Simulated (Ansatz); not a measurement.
**Question.** Name a neutral molecule of B, Br, S and H with LUMO energy (B3LYP/def2-TZVPP) between -1.30 and -1.00 eV and HOMO–LUMO gap (ωB97M-V/def2-TZVPP) between 10.65 and 10.95 eV (Ansatz, PBE0-D4/def2-TZVP geometry).

**Answer.** `SB(S)Br` (-1.28 eV, 10.81 eV). Other molecules can fit too; these were computed, each in one conformer that needn't be the lowest.

B3LYP here is the variant with VWN-RPA as its local correlation; programs differ in this.
